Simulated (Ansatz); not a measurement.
Basis-set series for CH4F3NZr (`C[NH][Zr]([F])([F])[F]`). Charge 0, multiplicity 1. Zr: def2 effective core potential. Geometry: relaxed with PBE0-D4/def2-TZVP. It is one conformer, not always the lowest.

```tsv
functional	basis	functions	energy (Eh)	HOMO (eV)	LUMO (eV)
PBE0-D4	def2-SVP	121	-441.42835	-7.41	-0.87
PBE0-D4	def2-TZVPP	267	-441.91726	-7.50	-0.96
ωB97M-V	def2-SVP	121	-441.62363	-9.70	0.75
ωB97M-V	def2-TZVPP	267	-442.12536	-9.80	0.52
```

(1) Give the rows for def2-QZVPP. (Estimate.)

Results:

(1) Computed: 
```tsv
functional	basis	functions	energy (Eh)	HOMO (eV)	LUMO (eV)
PBE0-D4	def2-QZVPP	486	-441.94238	-7.51	-0.97
ωB97M-V	def2-QZVPP	486	-442.14910	-9.81	0.39
```

Positive LUMOs are unbound and depend on the basis.
